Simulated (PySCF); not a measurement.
Geometry:
```tsv
atom	x (Å)	y (Å)	z (Å)
Si1	-1.560	2.229	-0.446
Si2	-1.071	-0.043	-0.531
Si3	-2.139	-1.407	1.020
C4	0.783	-0.249	-0.311
C5	1.791	-0.730	-1.101
C6	2.986	-0.620	-0.355
C7	2.626	-0.079	0.841
O8	1.305	0.148	0.879
H9	-0.832	3.045	-1.422
H10	-1.262	2.799	0.871
H11	-2.988	2.458	-0.691
H12	-1.275	-0.562	-1.901
H13	-3.594	-1.344	0.845
H14	-1.769	-2.823	0.941
H15	-1.861	-0.984	2.395
H16	1.682	-1.113	-2.095
H17	3.973	-0.900	-0.663
H18	3.197	0.180	1.711
```

[PySCF 2.14.0 with density-fitted response routines: NMR shieldings at PBE0/pcSseg-1/GIAO; geometry: GFN2-xTB; non-relativistic; no solvent model; one conformer; averaged over atoms made equivalent by symmetry, fast rotation or ring inversion]

Question: List the cross peaks expected in HSQC, COSY and HMBC spectra.

Answer: 

HSQC (one-bond C–H):
```csv
δH,δC
7.90 (H18),155.0 (C7)
7.05 (H16),129.4 (C5)
6.66 (H17),117.2 (C6)
```

COSY cross peaks (H two or three bonds apart, from the bond graph; peaks can be absent where the dihedral angle is near 90°):
```csv
δH,δH
7.90 (H18),6.66 (H17)
7.05 (H16),6.66 (H17)
4.63 (H12),3.57 (H9/H10/H11/H13/H14/H15)
```

HMBC (two and three bonds, from the bond graph):
```csv
δH,δC
7.90 (H18),"153.9 (C4), 129.4 (C5), 117.2 (C6)"
7.05 (H16),"155.0 (C7), 153.9 (C4), 117.2 (C6)"
6.66 (H17),"155.0 (C7), 153.9 (C4), 129.4 (C5)"
4.63 (H12),"153.9 (C4), 129.4 (C5)"
3.57 (H9/H10/H11/H13/H14/H15),153.9 (C4)
```

References, each an isolated molecule treated in the same way: 1H, 13C vs TMS.

Shifts are as computed. Against solution values, carbons near 30 ppm lie about +3 ppm off and those near 130 ppm about +5 ppm. Of 1211 compounds with measured shifts, 218 miss one by over three times the rms of a fit or turn the order of signals round; such compounds aren't used in these exercises.
